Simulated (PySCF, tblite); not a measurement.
Species: C₆H₁₄OSi₂.
Cartesian coordinates in Å at the GFN2-xTB level; atoms count from 1:
```
atom  x, y, z in Å
C1     2.560    1.196    1.104
O2     1.363    1.207    0.375
C3     1.183    0.074   -0.441
C4    -0.246    0.108   -0.982
C5    -0.528   -1.100   -1.889
Si6   -1.531   -2.334   -0.839
C7    -1.849   -1.010    0.446
C8    -1.160    0.111    0.215
Si9   -1.122    1.610    1.358
H10    2.575    2.110    1.695
H11    3.429    1.179    0.435
H12    2.614    0.327    1.772
H13    1.918    0.080   -1.262
H14    1.329   -0.849    0.143
H15   -0.360    1.050   -1.529
H16    0.402   -1.510   -2.280
H17   -1.110   -0.777   -2.751
H18   -0.721   -3.460   -0.354
H19   -2.714   -2.850   -1.532
H20   -2.495   -1.097    1.306
H21   -0.296    1.350    2.538
H22   -2.507    1.785    1.835
H23   -0.737    2.826    0.649
```

Computed with PBE0/pcSseg-1 in PySCF (dipole) on a GFN2-xTB geometry, gas phase.

Masses are those of the commonest isotopes; rigid-rotor values at the optimised geometry. The values belong to one conformer with, in the numbering `[CH3:1][O:2][CH2:3][C@H:4]1[CH2:5][SiH2:6][CH:7]=[C:8]1[SiH3:9]`, C1–O2–C3–C4 171°, O2–C3–C4–C5 180°, C3–C4–C5–Si6 102°, C4–C5–Si6–C7 14°, C5–Si6–C7–C8 -8°, C3–C4–C8–C7 -109°.

(1) Give the principal moments of inertia and the rotational constants in MHz.

(2) What kind of rotor is it?

(3) What does the inertial defect say?

(4) List the rotational levels J(Ka,Kc) to J = 5 (MHz).

(5) Predict some low-J microwave lines.

(6) Estimate the classical rotational partition function at 50 K, 100 K and 200 K.

Answers

(1) Ia = 292.18, Ib = 608.92, Ic = 792.60 u·Å²; 505379 MHz·u·Å²/I gives A = 1730, B = 830.0, C = 637.6 MHz.

(2) An asymmetric top. Ray's parameter κ = (2B − A − C)/(A − C) = -0.648; −1 is the prolate and +1 the oblate limit.

(3) Not planar: Δ = Ic − Ia − Ib = -108.51 u·Å². For a rigid frame Δ = −2 Σ m c², so Σ m c² = 54.25 u·Å² lies off the ab plane: 19.67 from hydrogen and 34.58 from heavier atoms. The atom farthest from that plane is 1.85 Å away.

(4) Above 0(0,0):
J = 1: 1(0,1) 1468, 1(1,1) 2367, 1(1,0) 2560
J = 2: 2(0,2) 4375, 2(1,2) 5110, 2(1,1) 5687, 2(2,1) 8386, 2(2,0) 8414
J = 3: 3(0,3) 8671, 3(1,3) 9208, 3(1,2) 10360, 3(2,2) 12789, 3(2,1) 12924, 3(3,1) 17785, 3(3,0) 17787
J = 4: 4(0,4) 14293, 4(1,4) 14645, 4(1,3) 16551, 4(2,3) 18638, 4(2,2) 19020, 4(3,2) 23703, 4(3,1) 23721, 4(4,1) 30631, 4(4,0) 30632
J = 5: 5(0,5) 21195, 5(1,5) 21405, 5(1,4) 24222, 5(2,4) 25914, 5(2,3) 26732, 5(3,3) 31113, 5(3,2) 31181, 5(4,2) 38031, 5(4,1) 38032, 5(5,1) 46937, 5(5,0) 46937

(5) The dipole components are |μa| = 0.42 D, |μb| = 2.20 D, |μc| = 0.49 D. The squared components, which scale the intensities, stand as 0.04 : 1.00 : 0.05 (a : b : c). Some lines, for components of 0.1 D or more:

```tsv
type	branch	J(Ka,Kc)	MHz	lower level (cm⁻¹)
c	Q	2(1,2) ← 2(0,2)	735	0.146
c	Q	1(1,1) ← 1(0,1)	900	0.049
b	Q	2(1,1) ← 2(0,2)	1312	0.146
b	R	2(0,2) ← 1(1,1)	2008	0.079
b	R	1(1,1) ← 0(0,0)	2367	0.000
c	R	1(1,0) ← 0(0,0)	2560	0.000
b	Q	2(2,1) ← 2(1,2)	3276	0.170
b	R	2(1,2) ← 1(0,1)	3643	0.049
c	R	2(1,1) ← 1(0,1)	4220	0.049
b	R	2(2,1) ← 1(1,0)	5827	0.085
c	R	2(2,0) ← 1(1,0)	5854	0.085
c	R	2(2,1) ← 1(1,1)	6019	0.079
b	R	2(2,0) ← 1(1,1)	6047	0.079
```

(6) Point group C1, symmetry number σ = 1; q = (√π/σ)·√((kT/h)³/(ABC)), k/h = 20836.6 MHz/K: 62300 at 50 K, 176000 at 100 K, 498000 at 200 K.

Its GFN2-xTB frequencies are all real (lowest 34 cm⁻¹). Zero-point vibration and centrifugal distortion are left out. A rigid rotor knows nothing of internal rotation, which can split or shift real lines.
